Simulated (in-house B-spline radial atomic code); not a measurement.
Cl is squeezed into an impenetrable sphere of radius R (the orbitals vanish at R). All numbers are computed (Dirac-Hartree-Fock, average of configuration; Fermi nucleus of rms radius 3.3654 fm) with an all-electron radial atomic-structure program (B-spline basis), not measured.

Energies in eV above the free atom in [Ne] 3s2 3p5:

```json
{"R (bohr)": "8.35", "highest level (eV)": "-13.7", "[Ne] 3s2 3p5": "0.002068", "[Ne] 3s1 3p6": "15.56", "[He] 2s2 2p5 3s2 3p5 3d1": "207.8"}
{"R (bohr)": "6.22", "highest level (eV)": "-13.6", "[Ne] 3s2 3p5": "0.08771", "[Ne] 3s1 3p6": "15.67", "[He] 2s2 2p5 3s2 3p5 3d1": "209.2"}
{"R (bohr)": "4.67", "highest level (eV)": "-12.7", "[Ne] 3s2 3p5": "1.284", "[Ne] 3s1 3p6": "17.05", "[He] 2s2 2p5 3s2 3p5 3d1": "211.7"}
{"R (bohr)": "4.56", "highest level (eV)": "-12.5", "[Ne] 3s2 3p5": "1.556", "[Ne] 3s1 3p6": "17.35", "[He] 2s2 2p5 3s2 3p5 3d1": "212.1"}
{"R (bohr)": "3.55", "highest level (eV)": "-8.95", "[Ne] 3s2 3p5": "9.331", "[Ne] 3s1 3p6": "25.93", "[He] 2s2 2p5 3s2 3p5 3d1": "220.6"}
{"R (bohr)": "2.93", "highest level (eV)": "-2.33", "[Ne] 3s2 3p5": "29.4", "[Ne] 3s1 3p6": "47.39", "[He] 2s2 2p5 3s2 3p5 3d1": "240.8"}
{"R (bohr)": "2.78", "highest level (eV)": "0.447", "[Ne] 3s2 3p5": "39.14", "[Ne] 3s1 3p6": "57.66", "[He] 2s2 2p5 3s2 3p5 3d1": "250.6"}
{"R (bohr)": "2", "highest level (eV)": "34.6", "[Ne] 3s2 3p5": "189.8", "[Ne] 3s1 3p6": "212.9", "[He] 2s2 2p5 3s2 3p5 3d1": "404.5"}
{"R (bohr)": "1.85", "highest level (eV)": "49.4", "[Ne] 3s2 3p5": "264.1", "[Ne] 3s1 3p6": "288.3", "[He] 2s2 2p5 3s2 3p5 3d1": "481.4"}
{"R (bohr)": "1.43", "highest level (eV)": "132", "[Ne] 3s2 3p5": "722.4", "[Ne] 3s1 3p6": "748.2", "[He] 2s2 2p5 3s2 3p5 3d1": "966.4"}
```

**Question.** Does [Ne] 3s1 3p6 fall below [Ne] 3s2 3p5 under compression?

**Answer.** No, it stays above over the whole range.

**Question.** Does [He] 2s2 2p5 3s2 3p5 3d1 fall below [Ne] 3s2 3p5 under compression?

**Answer.** No, it stays above over the whole range.

The highest level is first positive in the row R = 2.78 bohr, pushed up by confinement above the zero of the free ion's potential. Each configuration is held fixed and needn't be the lowest in the sphere.
